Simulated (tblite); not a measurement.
Run record: tight-binding relaxation, `C[C@@H]([SiH3])B(F)F`.

Computed with GFN2-xTB geometry optimisation, gas phase (tblite 0.8.0). Start geometry: from a force field or distance geometry. A driver script takes a list of jobs; this job's settings line and coordinates (Å) are shown.

Command:
```bash
OMP_NUM_THREADS=1 python probes_run.py task.json out
```

Input:
```
{"job": {"kind": "relax", "xc": "GFN2-xTB", "basis": "xTB"}, "charge": 0, "multiplicity": 1}
C     -0.624200    -1.325500    -0.272300
C     -0.372100     0.062600     0.318400
Si     1.480100     0.319500     0.592200
B     -0.938900     1.218000    -0.624200
F     -1.954900     2.109200    -0.113600
F     -0.468500     1.343700    -1.977300
H     -0.130000    -1.430200    -1.261200
H     -1.718800    -1.475700    -0.400100
H     -0.249500    -2.116000     0.413100
H     -0.873900     0.124800     1.320600
H      1.987800    -0.717300     1.488700
H      2.166100     0.239500    -0.700900
H      1.692400     1.647800     1.199100
```

Output:
```
step      E/eV     max force
  0    -553.83277    3.419
  1    -554.18175    2.304
  2    -554.33163    2.626
  3    -554.40059    0.645
  4    -554.42123    0.376
  5    -554.43408    0.189
  6    -554.43590    0.118
  7    -554.43786    0.113
  8    -554.43863    0.121
  9    -554.43983    0.094
... (32 lines left out)
 42    -554.49212    0.050
 43    -554.49261    0.051
 44    -554.49305    0.042
 45    -554.49329    0.037
 46    -554.49341    0.030
 47    -554.49351    0.024
 48    -554.49361    0.020
 49    -554.49368    0.020
 50    -554.49371    0.013
 51    -554.49373    0.010
```

«max force» is the largest atomic force in eV/Å.

Problem. From which step on does the largest force stay under 0.1 eV/Å, and how much energy is left to gain from there?

Solution. From step 29 (0.082 eV/Å), 11.0 meV above the end.

Summary of the converged run: energy lowered by 15.2 kcal/mol over 51 steps; largest atomic force 0.010 eV/Å at the end.

Problem. Give the final coordinates.

Solution. 0.270 Å rms from the input after alignment:
```
atom  x, y, z in Å
C1    -0.6052   -1.3665   -0.3058
C2    -0.4291    0.0353    0.2886
Si3    1.4378    0.3791    0.6310
B4    -0.9363    1.1933   -0.6147
F5    -1.2790    2.3807   -0.1356
F6    -0.9729    1.1338   -1.9362
H7    -0.1746   -1.4137   -1.3030
H8    -1.6613   -1.6186   -0.3850
H9    -0.1211   -2.1192    0.3134
H10   -0.9233    0.0770    1.2631
H11    1.8801   -0.6867    1.5332
H12    2.1847    0.3167   -0.6256
H13    1.5959    1.6893    1.2591
```

The run took 0.28 s on one thread of an Arm Neoverse V1, shared host.
Labels such as C1 count atoms from 1, the log's own numbers from 0.
